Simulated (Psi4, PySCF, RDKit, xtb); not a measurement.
Conformational energy of SMILES CC(C)/C=C\C(C)C (C8H16). Scanned: dihedral C1–C2–C4–C5; all other coordinates were relaxed at GFN2-xTB. Heavy atoms are numbered in the order of the SMILES CC(C)/C=C\C(C)C, hydrogens after them in the order of the atoms that carry them; the mirror image has the same energies with the sign of each dihedral reversed.

Levels of theory: RKS-B3LYP/6-31G* = restricted B3LYP/6-31G*, spherical d, density fitting // GFN2-xTB run with PySCF 2.14.0; GFN1-xTB // GFN2-xTB (xtb); MMFF94 // GFN2-xTB (RDKit); PBE-D3(BJ)/def2-SVP // GFN2-xTB (Psi4).

Energies relative to the lowest point of each profile, in kJ/mol; the last columns give the difference from PBE-D3(BJ):

| φ / ° | RKS-B3LYP/6-31G* | GFN1-xTB | MMFF94 | PBE-D3(BJ)/def2-SVP | RKS-B3LYP/6-31G* − PBE-D3(BJ)/def2-SVP | GFN1-xTB − PBE-D3(BJ)/def2-SVP | MMFF94 − PBE-D3(BJ)/def2-SVP |
|---|---|---|---|---|---|---|---|
| -150 | 3.1 | 0.5 | 2.4 | 1.7 | 1.4 | -1.2 | 0.7 |
| -120 | 0.0 | 0.0 | 0.0 | 0.0 | 0.0 | 0.0 | 0.0 |
| -90 | 2.7 | 0.5 | 2.1 | 1.5 | 1.2 | -1.1 | 0.5 |
| -60 | 10.4 | 6.3 | 12.4 | 7.6 | 2.8 | -1.3 | 4.8 |
| -30 | 20.4 | 15.4 | 22.3 | 16.7 | 3.7 | -1.3 | 5.6 |
| 0 | 17.9 | 15.7 | 18.3 | 14.2 | 3.7 | 1.5 | 4.1 |
| 30 | 18.7 | 12.5 | 15.7 | 14.5 | 4.3 | -2.0 | 1.2 |
| 60 | 15.7 | 7.4 | 11.3 | 10.6 | 5.1 | -3.2 | 0.7 |
| 90 | 18.6 | 11.3 | 14.3 | 13.9 | 4.7 | -2.6 | 0.4 |
| 120 | 18.0 | 15.3 | 17.9 | 14.0 | 4.1 | 1.3 | 4.0 |
| 150 | 20.6 | 15.8 | 22.4 | 17.0 | 3.6 | -1.2 | 5.4 |
| 180 | 11.8 | 6.8 | 13.4 | 9.1 | 2.7 | -2.3 | 4.3 |

RKS-B3LYP/6-31G* is furthest from PBE-D3(BJ)/def2-SVP at 60 (5.1 kJ/mol, above); its mean absolute difference over the points is 3.1 kJ/mol.

GFN1-xTB is furthest from PBE-D3(BJ)/def2-SVP at 60 (-3.2 kJ/mol, below); its mean absolute difference over the points is 1.6 kJ/mol.

MMFF94 is furthest from PBE-D3(BJ)/def2-SVP at -30 (5.6 kJ/mol, above); its mean absolute difference over the points is 2.6 kJ/mol.
